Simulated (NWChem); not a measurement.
## Correlation energy of silene (CH₄Si)

```
Si
C 1 1.7076
H 2 1.0937 1 122.09
H 2 1.0937 3 115.83 1 180.00
H 1 1.4855 2 122.73 3 180.00
H 1 1.4855 5 114.54 2 180.00
```
Charge 0, spin multiplicity 1.

All runs are NWChem calculations. The geometry was optimised at PBE0/def2-SVP, a minimum by its harmonic frequencies.

Basis set: cc-pVTZ. Each correlation energy counts from its own Hartree-Fock reference.

| method | correlation energy (mHa) | difference from CCSD(T) |
|---|---|---|
| RI-MP2 | -296.4 | +44.7 |
| MP2 | -296.4 | +44.6 |
| SCS-MP2 | -306.2 | +34.8 |
| CR-CCSD[T] | -338.4 | +2.6 |
| CR-CCSD(T) | -338.1 | +3.0 |
| CCSD | -326.4 | +14.6 |
| CCSD+T(CCSD) | -341.5 | -0.4 |
| CCSD(T) | -341.0 | 0.0 |

The values span 45.1 mHa, from CCSD+T(CCSD) (lowest) to RI-MP2 (highest). 

The correlated methods keep 6 core orbitals frozen. Coupled-cluster values serve here as a point of comparison, not as the truth.
